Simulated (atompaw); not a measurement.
What one change does to a pseudopotential (C, PAW (atompaw))

```
Element                 : carbon
Generator               : atompaw 4.2.0.5
Type                    : PAW
Functional              : PBEsol
Relativity              : scalar-relativistic
Frozen core             : [He]
Valence charge          : 4
Reference configuration : 2s1.5 2p2.5
Partial waves           : 2s (bound): rc 2.90 bohr; 2s channel at -0.7 Ry: rc 2.90 bohr; 2p (bound): rc 2.90 bohr; 2p channel at 1.3 Ry: rc 2.90 bohr
Local potential         : ultrasoft scheme with l = 2 at 1 Ry, radius 2.25 bohr
Core correction         : smooth core density matched at 2.65 bohr
Augmentation charge     : besselshape compensation charge, radius 2.45 bohr; PAW radius 2.90 bohr; waves and projectors: custom polynom2 7 10 vanderbiltortho
```

All-electron outer shells of the reference configuration (PBEsol, scalar-relativistic, ld1.x):

```json
{"shell": "1s", "level (eV)": "-272.53", "outermost node (bohr)": "–", "outermost maximum (bohr)": "0.18"}
{"shell": "2s", "level (eV)": "-13.88", "outermost node (bohr)": "0.38", "outermost maximum (bohr)": "1.22"}
{"shell": "2p", "level (eV)": "-5.46", "outermost node (bohr)": "–", "outermost maximum (bohr)": "1.20"}
```

Change: augmentation besselshape compensation charge, radius 2.45 bohr; PAW radius 2.90 bohr; waves and projectors: custom polynom vanderbiltortho.

Cutoffs: the cutoffs (Ry, on a coarse ladder) from which the occupation-weighted sum of valence levels, in a spherical-Bessel basis at the reference potential, stays within 10 and 1 mRy of its value at 400 Ry; they do not see the model core or the augmentation charge, which bear on the density cutoff.

Problem. What does the change do?

Solution. The potential gets softer (10 Ry and 30 Ry → 8 Ry and 10 Ry); the range in which the s phases agree widens (upper end 0.9 → 4.9); neither file shows a bound ghost.

```csv
quantity,base,changed
"cutoff, loose",10 Ry,8 Ry
"cutoff, tight",30 Ry,10 Ry
loose cutoff by channel (10 mRy a level),"s 6 Ry, p 8 Ry","s 6 Ry, p 6 Ry"
bound ghosts,none,none
s: phases at 2.92 bohr within 0.05 rad from the reference energy up to (Ry; the scan ends near 5),0.9,4.9
p: phases at 2.92 bohr within 0.05 rad from the reference energy up to (Ry; the scan ends near 5),3.5,4.5
lowest overlap eigenvalue by channel,"s 0.82, p 0.89","s 0.93, p 0.88"
```

 The cutoffs see the waves, projectors and local potential, not the compensation charge or the core.
